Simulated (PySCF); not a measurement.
## Radial density of I (iodine, neutral)

TPSSh, [Kr] 4d10 5s1 5p5 5d1, one real determinant (an excited configuration). Computed with PySCF 2.14 in aug-cc-pVDZ-PP with ECP28MDF, with scalar relativity through the core potential. This is the valence pseudo-density: the core potential removes the inner electrons and smooths the orbitals near the nucleus.

```json
{"r (bohr)": "0.00323", "4πr²ρ (e/bohr)": "2.640e-05", "4πr²(ρα − ρβ)": "0.0000"}
{"r (bohr)": "0.00544", "4πr²ρ (e/bohr)": "7.198e-05", "4πr²(ρα − ρβ)": "0.0000"}
{"r (bohr)": "0.00915", "4πr²ρ (e/bohr)": "0.0001842", "4πr²(ρα − ρβ)": "0.0000"}
{"r (bohr)": "0.0154", "4πr²ρ (e/bohr)": "0.0004051", "4πr²(ρα − ρβ)": "0.0000"}
{"r (bohr)": "0.0259", "4πr²ρ (e/bohr)": "0.0006946", "4πr²(ρα − ρβ)": "0.0001"}
{"r (bohr)": "0.0435", "4πr²ρ (e/bohr)": "0.001052", "4πr²(ρα − ρβ)": "0.0001"}
{"r (bohr)": "0.0732", "4πr²ρ (e/bohr)": "0.002194", "4πr²(ρα − ρβ)": "0.0001"}
{"r (bohr)": "0.123", "4πr²ρ (e/bohr)": "0.01603", "4πr²(ρα − ρβ)": "0.0003"}
{"r (bohr)": "0.207", "4πr²ρ (e/bohr)": "0.1949", "4πr²(ρα − ρβ)": "0.0031"}
{"r (bohr)": "0.349", "4πr²ρ (e/bohr)": "3.152", "4πr²(ρα − ρβ)": "0.0629"}
{"r (bohr)": "0.586", "4πr²ρ (e/bohr)": "22.79", "4πr²(ρα − ρβ)": "0.3317"}
{"r (bohr)": "0.986", "4πr²ρ (e/bohr)": "18.03", "4πr²(ρα − ρβ)": "0.0436"}
{"r (bohr)": "1.66", "4πr²ρ (e/bohr)": "4.760", "4πr²(ρα − ρβ)": "1.2879"}
{"r (bohr)": "2.79", "4πr²ρ (e/bohr)": "2.247", "4πr²(ρα − ρβ)": "0.8881"}
{"r (bohr)": "4.69", "4πr²ρ (e/bohr)": "0.3313", "4πr²(ρα − ρβ)": "0.1910"}
{"r (bohr)": "7.89", "4πr²ρ (e/bohr)": "0.001066", "4πr²(ρα − ρβ)": "0.0005"}
```

⟨L²⟩ = 7.96 against 12 for a pure F term, so this real determinant mixes terms. Energies and moments cover only the electrons outside the core potential. The outer electron is Rydberg-like, and this basis confines it to a smaller radius and binds it less than a complete one would. At TPSSh the highest occupied level has a positive energy, so only the finite basis holds that electron; for this excited configuration the basis is too tight for the outer shell.
